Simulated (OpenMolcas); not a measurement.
Os5+ among 6 point charges of -1 e arranged as a trigonal antiprism (D3d), with a polar angle of 59.1° against the regular 54.74°.

- Program: OpenMolcas
- Method: CASSCF
- Basis: ANO-RCC-VDZP [7s6p4d2f1g]
- Scalar Hamiltonian: DKH2, point nucleus
- Active space: 3 electrons in 5 orbitals (5d)
- State averaging: 2S+1 = 4 even, 10 roots; 2S+1 = 2 even, 40 roots
- Spin-orbit coupling: RASSI with atomic mean-field integrals over the reference wave functions

All point charges move together. At R = 1.85 Å the first state of the same spin is 6295 cm-1, and at R = 2.06 Å it is 3642 cm-1.

Question: A third run gives 8987 cm-1. What distance was it run at?

Answer: With a power law R^-n the two known points give n = -ln(3642 / 6295) / ln(2.06 / 1.85) = 5.09. Then R = 1.85 × (6295 / 8987)^(1/5.09) = 1.725 Å. The run was at 1.72 Å, so the estimate is off by +0.005 Å.

Without dynamic correlation the repulsion within the d shell is too large (B by tens of per cent), so at a given field states of lower spin stand too high. Spin-orbit coupling mixes the spin-free states strongly: the lowest level takes only 55 % from its leading state, 4A2 (figures for R = 1.72; the like holds for R = 1.85, R = 2.06). Point charges carry no covalency, so the field is a model and not that of real ligands. No measured value stands beside these numbers.
